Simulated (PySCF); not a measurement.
## Radial density of W (tungsten, neutral)

BHandHLYP, [Xe] 4f14 5d4 6s1 6p1, one real determinant (an excited configuration). Computed with PySCF 2.14 in x2c-TZVPPall with one added diffuse shell each of s, p, d, f type (12s8p8d4f1g, 113 functions), with scalar relativity by spin-free X2C-1e.

```
r (bohr)  4πr²ρ (e/bohr)  4πr²(ρα − ρβ)
  0.0139           102.0         0.0016
  0.0234           88.88         0.0010
  0.0393           115.9         0.0187
  0.0661           130.9         0.0885
   0.111           105.8         0.1985
   0.187           114.2         0.0111
   0.314           64.12         0.2572
   0.529           62.81         0.0771
   0.890           20.38         0.8323
    1.50           8.083         2.4218
    2.52           1.913         1.6736
    4.23          0.5681         0.5673
    7.12         0.05600         0.0559
    12.0       0.0008225         0.0008
```

Densities and radii are taken from the X2C orbitals without a picture-change correction, which distorts them close to the nucleus.

⟨L²⟩ = 7.97 against 12 for a pure F term, so this real determinant mixes terms. Spin-orbit coupling, absent here, splits the open shell strongly.
